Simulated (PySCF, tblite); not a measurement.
Species: C2H11PSSi2.
Structure used (GFN2-xTB), in Å, numbered top down from 1:
```xyz
17
C2H11PSSi2 angstrom
C     -2.7113   -0.8015    0.7751
C     -2.3637    0.4047   -0.0925
Si    -0.5177    0.5152   -0.5107
S      0.5075    0.7686    1.3741
Si     2.5736    0.7816    0.8061
P      3.1284   -1.0914   -0.2891
H     -3.7726   -0.8091    1.0170
H     -2.1484   -0.7715    1.7050
H     -2.4728   -1.7292    0.2594
H     -2.6759    1.3145    0.4229
H     -2.9335    0.3606   -1.0216
H     -0.0053   -0.7041   -1.1314
H     -0.2133    1.6887   -1.3279
H      3.2415    0.9956    2.0843
H      2.8049    1.8965   -0.1107
H      4.4877   -0.8907   -0.1396
H      3.0638   -1.9167    0.8193
```

Computed, not measured: CAM-B3LYP/def2-SVPD in PySCF (dipole) on a GFN2-xTB geometry, gas phase.

Take the most abundant isotopes and a rigid rotor. The values belong to one conformer with, in the numbering `[CH3:1][CH2:2][SiH2:3][S:4][SiH2:5][PH2:6]`, C1–C2–Si3–S4 -63°, C2–Si3–S4–Si5 177°, Si3–S4–Si5–P6 -57°, S4–Si5–P6–H -164° and -71°.

Question: What are A, B and C (MHz)?

Answer: Ia = 192.59, Ib = 735.61, Ic = 806.31 u·Å²; 505379 MHz·u·Å²/I gives A = 2624, B = 687.0, C = 626.8 MHz.

Question: Classify the top.

Answer: A near-prolate asymmetric top: κ = (2 × 687.0 − 2624 − 626.8)/(2624 − 626.8) = -0.94.

Question: Is it planar, by Δ = Ic − Ia − Ib?

Answer: Not planar: Δ = Ic − Ia − Ib = -121.90 u·Å². For a rigid frame Δ = −2 Σ m c², so Σ m c² = 60.95 u·Å² lies off the ab plane: 18.67 from hydrogen and 42.28 from heavier atoms. The atom farthest from that plane is 2.24 Å away.

Question: Give the other two planar moments, Paa and Pbb, and the rms extents of the mass along the axes.

Answer: Paa = Σ m a² = (Ib + Ic − Ia)/2 = 674.66 and Pbb = Σ m b² = (Ia + Ic − Ib)/2 = 131.64 u·Å². With the mass M = 153.99 u, the rms extents √(P/M) along a, b and c are 2.09, 0.92, 0.63 Å.

Question: Where do the levels up to J = 2 lie, in K?

Answer: Above 0(0,0), as E/k:
J = 1: 1(0,1) 0.063, 1(1,1) 0.156, 1(1,0) 0.159
J = 2: 2(0,2) 0.189, 2(1,2) 0.279, 2(1,1) 0.288, 2(2,1) 0.567, 2(2,0) 0.567
Those of J = 1 are B + C, A + C and A + B.

Question: Predict some low-J microwave lines.

Answer: The dipole components are |μa| = 0.20 D, |μb| = 0.58 D, |μc| = 0.27 D. Intensities carry the squares of the components, which stand as 0.12 : 1.00 : 0.23 (a : b : c). Some lines, for components of 0.1 D or more:

| type | branch | J(Ka,Kc) | MHz | lower level (cm⁻¹) |
| --- | --- | --- | --- | --- |
| a | Q | 3(1,2) ← 3(1,3) | 361 | 0.323 |
| b | R | 2(0,2) ← 1(1,1) | 689 | 0.108 |
| a | R | 1(0,1) ← 0(0,0) | 1314 | 0.000 |
| c | Q | 3(1,3) ← 3(0,3) | 1793 | 0.263 |
| b | Q | 1(1,0) ← 1(0,1) | 1997 | 0.044 |
| b | R | 3(0,3) ← 2(1,2) | 2058 | 0.194 |
| b | Q | 2(1,1) ← 2(0,2) | 2059 | 0.131 |
| a | R | 2(1,1) ← 1(1,0) | 2688 | 0.110 |
| c | R | 1(1,0) ← 0(0,0) | 3311 | 0.000 |
| a | R | 3(0,3) ← 2(0,2) | 3936 | 0.131 |
| a | R | 3(2,1) ← 2(2,0) | 3947 | 0.394 |
| c | R | 2(1,1) ← 1(0,1) | 4685 | 0.044 |
| c | Q | 3(2,2) ← 3(1,2) | 5722 | 0.335 |
| c | Q | 2(2,1) ← 2(1,1) | 5811 | 0.200 |
| b | Q | 2(2,0) ← 2(1,1) | 5813 | 0.200 |
| b | Q | 2(2,1) ← 2(1,2) | 5992 | 0.194 |
| b | Q | 3(2,2) ← 3(1,3) | 6083 | 0.323 |
| c | R | 3(1,2) ← 2(0,2) | 6090 | 0.131 |
| c | R | 2(2,0) ← 1(1,0) | 8500 | 0.110 |
| b | R | 2(2,0) ← 1(1,1) | 8561 | 0.108 |
| b | R | 3(2,2) ← 2(1,1) | 9753 | 0.200 |
| c | Q | 3(3,1) ← 3(2,1) | 9830 | 0.526 |
| b | Q | 3(3,0) ← 3(2,1) | 9830 | 0.526 |
| b | Q | 3(3,1) ← 3(2,2) | 9837 | 0.525 |
| c | R | 3(3,0) ← 2(2,0) | 13777 | 0.394 |

Its GFN2-xTB frequencies are all real (lowest 16 cm⁻¹). Constants of a rigid frame at the computed geometry: no zero-point averaging, no centrifugal distortion. A rigid rotor knows nothing of internal rotation, which can split or shift real lines.
